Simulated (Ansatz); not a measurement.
`B[Si](C)(O)F` + HCl → `C[Si](O)(F)Cl` + BH₃ at 500 K and 1 bar (cleavage of the Si–B bond).

Program: Ansatz. Geometries: PBE0-D4/def2-TZVP. ΔE: electronic, gas phase. CCSD(T)/CBS adds triple-zeta CCSD(T) − MP2 to the extrapolated MP2 energy (def2 sets, frozen cores). This one scheme is used for every species. Each species was taken in one conformer, which may not be the lowest.

```csv
species,CCSD(T)/CBS energy (Eh),H − E (kJ/mol),S (J/(mol·K))
`B[Si](C)(O)F`,-530.60219,247.1,437.2
HCl,-460.38127,32.5,201.9
`C[Si](O)(F)Cl`,-964.48585,193.4,407.9
BH₃,-26.55200,86.8,208.8
```

H − E and S are ideal-gas, rigid-rotor, harmonic terms from PBE0-D4/def2-TZVP, for one conformer and one mirror image of each species. 1 Eh = 2625.50 kJ/mol, R = 8.31446 J/(mol·K).

Question: By hand: ΔE, ΔH, ΔS and ΔG.

Answer: ΔE = (-964.48585) + (-26.55200) − (-530.60219) − (-460.38127) = -0.05439 Eh = -142.8 kJ/mol. Δ(H − E) = 193.4 + 86.8 − 247.1 − 32.5 = 0.6, so ΔH = -142.2 kJ/mol. ΔS = 407.9 + 208.8 − 437.2 − 201.9 = -22.4 J/(mol·K). ΔG = -142.2 − 500 × (-22.4)/1000 = -131.0 kJ/mol.

Question: By hand: the equilibrium constant, and the temperature at which ΔG would vanish if ΔH and ΔS stayed fixed.

Answer: log₁₀ K = −ΔG/(RT ln 10) = 13.7. ΔG = 0 at ΔH/ΔS = 6348 K, far beyond where these terms or the molecules hold.

ΔH outweighs TΔS. A doubt of 5 kJ/mol in ΔE shifts log₁₀ K by 0.5 here. Other conformers and mirror images would add mixing entropy, several J/(mol·K) or more a flexible species. Modes under 60 cm⁻¹, often nearly free rotors, make the harmonic entropy too high. These are equilibria of isolated gas molecules and say nothing of rates. Largest T1 diagnostic: 0.011 (customary marks: 0.02 for closed shells, 0.045 for open ones).
